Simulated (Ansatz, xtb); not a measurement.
System: C3H5O2 (charge 0, doublet). It need not be the lowest isomer of its formula. 
Coordinates optimised at B3LYP-D3(BJ)/def2-TZVP (Ansatz, a program for electronic structure):
```xyz
10

C     -2.2023     0.3687     0.0110
C     -0.8894    -0.2649     0.2186
O      0.1274     0.5679    -0.3917
C      1.3911     0.1605    -0.2347
O      1.7475    -0.8218     0.3538
H     -3.1015    -0.2214     0.1073
H     -2.2795     1.4396    -0.1037
H     -0.6383    -0.3780     1.2822
H     -0.8382    -1.2667    -0.2168
H      2.0624     0.8716    -0.7346
```
Charge 0, spin multiplicity 2.

Harmonic wavenumbers from GFN2-xTB (xtb, at its own minimum), cm⁻¹: 40, 106, 260, 298, 424, 475, 734, 793, 937, 940, 1039, 1137, 1151, 1187, 1293, 1347, 1375, 1403, 1783, 2762, 2830, 2922, 3155, 3206.

Q: Give the harmonic wavenumbers at B3LYP-D3(BJ)/def2-TZVP (Ansatz, finite differences of forces, unscaled).

A: 59, 127, 230, 334, 392, 477, 792, 821, 940, 1041, 1062, 1131, 1204, 1238, 1389, 1399, 1456, 1481, 1791, 2973, 3033, 3044, 3166, 3274 cm⁻¹. Zero-point energy 47.0 kcal/mol.

Q: From these and the geometry, give the ideal-gas thermochemistry at 298.15 K and 1 atm (rigid rotor, harmonic oscillator).

A: Point group C1, rotational symmetry number 1. Rotational constants 18.9, 3.032, 2.665 GHz. S(trans) 38.78, S(rot) 25.16, S(vib) 13.20, S(elec, spin only) 1.38, S 78.5 cal/(mol K). H(298) - H(0) 4.44 kcal/mol; G - E(el) 28.0 kcal/mol.
